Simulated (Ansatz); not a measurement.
Basis sets compared for Li5Br4. Total charge 0; doublet. Geometry PBE-D4/def2-SVP. Ansatz on 4 threads of Arm Neoverse N1 on a shared host; times are rough, and most runs start from earlier orbitals.

```xyz
9

Li   -1.923    3.073    1.211
Li    1.071    0.814   -0.564
Li   -0.039   -2.306    0.410
Li    1.700   -2.167   -2.383
Li   -0.912    0.480    1.841
Br    0.753   -3.889   -1.113
Br   -3.133    1.338    2.147
Br    2.074    0.126   -2.577
Br    0.409    2.531    1.028
```

Another isomer (doublet) lies 0.55 eV lower at PBE0-D4/def2-TZVP; other spin states weren't run for this one.

Binding counts from free atoms (Li doublet, Br doublet) in the same basis, without a counterpoise term.

```tsv
level	functions	energy (Eh)	HOMO (eV)	LUMO (eV)	binding per atom (eV)	wall time
PBE-D4/def2-SVP	173	-10331.7589	-3.84	-2.58	2.60	9.5 s
PBE0-D4/def2-SVP	173	-10332.1514	-4.61	-2.03	2.59	20 s
```

Q: Estimate the rows for PBE-D4/def2-TZVP (with forces), PBE0-D4/def2-TZVP.

A: 
| level | functions | energy (Eh) | HOMO (eV) | LUMO (eV) | binding per atom (eV) | wall time |
| --- | --- | --- | --- | --- | --- | --- |
| PBE-D4/def2-TZVP (with forces) | 262 | -10333.0279 | -3.96 | -2.77 | 2.53 | 15 s |
| PBE0-D4/def2-TZVP | 262 | -10333.4168 | -4.69 | -2.20 | 2.52 | 31 s |
